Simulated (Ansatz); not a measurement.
TaSCl3. The state is a triplet with charge 0. Geometry r2SCAN-D4/def2-SVP, that of the neutral singlet; atoms count from 1.

```
atom    x (Å)    y (Å)    z (Å)
 Ta1   0.0065  -0.0048  -0.0079
  S2  -1.2773   0.8996   1.4640
 Cl3   2.1727   0.3407   0.6480
 Cl4  -0.4169   1.0042  -2.0190
 Cl5  -0.4850  -2.2396  -0.0851
```

In the def2 sets Ta takes a core potential; there is no spin–orbit coupling. At PBE0-D4/def2-TZVP a singlet of charge 0 lies 3.22 eV below the triplet at the same geometry.

Question: Estimate the Mulliken populations from the PBE0/def2-TZVP orbitals of Ansatz.

Answer: 
```csv
atom,charge (e),spin (α − β),d electrons
Ta1,1.00,0.89,3.09
S2,-0.13,0.95,–
Cl3,-0.28,0.07,–
Cl4,-0.30,0.02,–
Cl5,-0.28,0.07,–
```
Mulliken values depend strongly on the basis.

Question: Where does the spin sit?

Answer: Summed by element: Ta 0.89, S 0.95, Cl 0.15, of 2 unpaired in all. Largest on single atoms: S2 0.95, Ta1 0.89, Cl3 0.07.

Question: And the Mayer bond orders between heavy atoms (over 0.3)?

Answer: Ta1–S2 1.44 (2.15 Å); Ta1–Cl3 1.15 (2.29 Å); Ta1–Cl4 1.12 (2.29 Å); Ta1–Cl5 1.15 (2.29 Å).
